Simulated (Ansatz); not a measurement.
Two isomers of CH9NSi3: A = `[SiH3]/N=C\[SiH2][SiH3]`, B = `[SiH3][SiH]1NC[SiH2]1`.

Program: Ansatz. Geometries: PBE0-D4/def2-TZVP. ΔE: electronic, gas phase. CCSD(T)/CBS adds triple-zeta CCSD(T) − MP2 to the extrapolated MP2 energy (def2 sets, frozen cores). Functionals use def2-TZVPP. B3LYP here is the variant with VWN-RPA as its local correlation; programs differ in this. One conformer a species, not always the lowest.

(1) Which isomer does CCSD(T)/CBS put lower? Give the gap. (Estimate.)

(2) Give E(B) − E(A) in kJ/mol with CCSD(T)/def2-TZVPP, PBE0-D4, B2PLYP, CCSD/def2-TZVPP, MP2/def2-TZVPP, B3LYP-D4, PBE-D4. (An estimate is asked.)

Largest T1 diagnostic: 0.014.

Answers

(1) The calculation gave: B, by 51.3 kJ/mol.

(2) The calculation gave: CCSD(T)/def2-TZVPP -45.7, PBE0-D4 -72.2, B2PLYP -41.1, CCSD/def2-TZVPP -46.4, MP2/def2-TZVPP -54.2, B3LYP-D4 -37.6, PBE-D4 -62.3. None reverses the order clearly.

From PBE to PBE0 (25 % exact exchange), in def2-TZVPP and without D4, E(B) − E(A) moves by −10.2 kJ/mol. In def2-TZVPP, CCSD(T) changes the Hartree–Fock value by −24.6 kJ/mol (the triples alone add +0.7 kJ/mol) and MP2 by −33.0 kJ/mol.
